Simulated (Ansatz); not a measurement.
Cost and result up the ladder for TePb₃Cl₄ (8 atoms). The state is a singlet with charge 0. Geometry: r2SCAN-D4/def2-SVP.

```xyz
8

Pb   -1.9588   -1.8704    0.2812
Pb    0.7675    1.0078    1.6942
Pb    1.1588    0.0775   -1.7682
Te    1.0137   -1.8110    0.6011
Cl   -2.0598    0.2149    1.9317
Cl   -0.3212    2.0200   -0.5790
Cl    2.9967    1.2470    0.0036
Cl   -1.5969   -0.8857   -2.1646
```

Ansatz on 4 threads of Arm Neoverse N1 on a shared host. Times are rough, and most runs start from the orbitals of an earlier one. ωB97M-V/def2-TZVP serves as the yardstick here, not as an exact answer. Differences are given only for rows in sets of like size (and for xTB, whose basis is part of the method), since another set adds its own error. Binding counts from free atoms at the same level (Pb triplet, Te triplet, Cl doublet; other spins of the atoms weren't run), without zero-point energy or a counterpoise term.

In the def2 sets Pb, Te take a core potential; there is no spin–orbit coupling. Correlated methods freeze 36 core orbitals; core or outer-core shells of Pb, Te are correlated, in sets that lack core-valence functions. The rows differ in basis, and correlated rows in double-zeta sets carry the largest basis error. The structure comes from a short search, and lower isomers may exist.

Correlated methods converge slowly with the basis, most of all in double-zeta sets.

```tsv
level	functions	wall time	binding energy per atom (eV)	difference from ωB97M-V/def2-TZVP (eV)
MP2/def2-SVP	176	11 s	2.56	–
PBE-D4/def2-TZVP (with forces)	348	18 s	3.01	0.19
r2SCAN-D4/def2-TZVP	348	33 s	2.90	0.07
PBE0-D4/def2-TZVP	348	47 s	2.88	0.06
B97M-V/def2-TZVP	348	65 s	3.01	0.18
ωB97M-V/def2-TZVP	348	93 s	2.82	0.00
```
